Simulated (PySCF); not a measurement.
A geometry optimisation on `C=C(F)BC#CC`.

Method: PBE0-D3(BJ)/def2-SVP geometry optimisation, gas phase (PySCF 2.14.0). Start geometry: GFN2-xTB. The command runs a driver script over a list of jobs; the input below is this job's line of settings and its coordinates in Å.

Command:
```bash
OMP_NUM_THREADS=1 python probes_run.py task.json out
```

Input:
```
{"job": {"xc": "PBE0", "basis": "def2-SVP", "d3": "d3bj", "grid": 1, "shake": 0.01, "kind": "geom"}, "charge": 0, "multiplicity": 1}
C     -2.261680     0.693820    -0.446110
C     -2.181330    -0.531960     0.006050
F     -3.365460    -1.213300     0.172310
B     -0.831310    -1.280300     0.362790
C      0.442340    -0.591090     0.183050
C      1.521790    -0.049830     0.062840
C      2.818790     0.584340    -0.087160
H     -3.220580     1.174590    -0.679630
H     -1.400190     1.314650    -0.587930
H     -0.909710    -2.385420     0.772820
H      3.559180    -0.151250    -0.348260
H      2.768270     1.356620    -0.851690
H      3.065720     1.062240     0.846850
```

Output:
```
step   0  E = -318.14877620  max force = 0.044873
step   1  E = -318.15468333  max force = 0.005219
step   2  E = -318.15513516  max force = 0.001288
step   3  E = -318.15520429  max force = 0.002371
step   4  E = -318.15524639  max force = 0.000987
step   5  E = -318.15527996  max force = 0.000627
step   6  E = -318.15529622  max force = 0.001567
step   7  E = -318.15530582  max force = 0.000455
step   8  E = -318.15530937  max force = 0.000113
optimisation converged
```

Energies in Eh; «max force» is the largest Cartesian gradient component in Eh/bohr.

**Question.** Give the first gradient maximum in eV/Å.

**Answer.** With 1 Eh/bohr = 51.422 eV/Å, 2.307 eV/Å.

**Question.** How much energy does the optimisation release, in kcal/mol?

**Answer.** E(step 0) − E(last step) = 0.006533 Eh, which is 4.1 kcal/mol.

Main results: final energy -318.15531 Eh after 8 steps; dipole 3.43 D.

**Question.** Give the final coordinates.

**Answer.** 0.049 Å rms from the input after alignment:
```
atom  x, y, z in Å
C1    -2.3036    0.6616   -0.5556
C2    -2.2054   -0.5798   -0.0565
F3    -3.3301   -1.2927    0.1168
B4    -0.8768   -1.2792    0.3443
C5     0.4475   -0.5707    0.2039
C6     1.5318   -0.0134    0.1075
C7     2.8183    0.6451    0.0079
H8    -3.2705    1.0979   -0.8212
H9    -1.3957    1.2489   -0.6999
H10   -0.9172   -2.4068    0.7762
H11    3.6155   -0.0709   -0.2455
H12    2.8097    1.4426   -0.7512
H13    3.0804    1.1048    0.9746
```

Hardware: one thread of an Arm Neoverse V1, shared host with 32 logical CPUs at a one-minute load of 27.
Labels such as C1 count atoms from 1, the log's own numbers from 0.
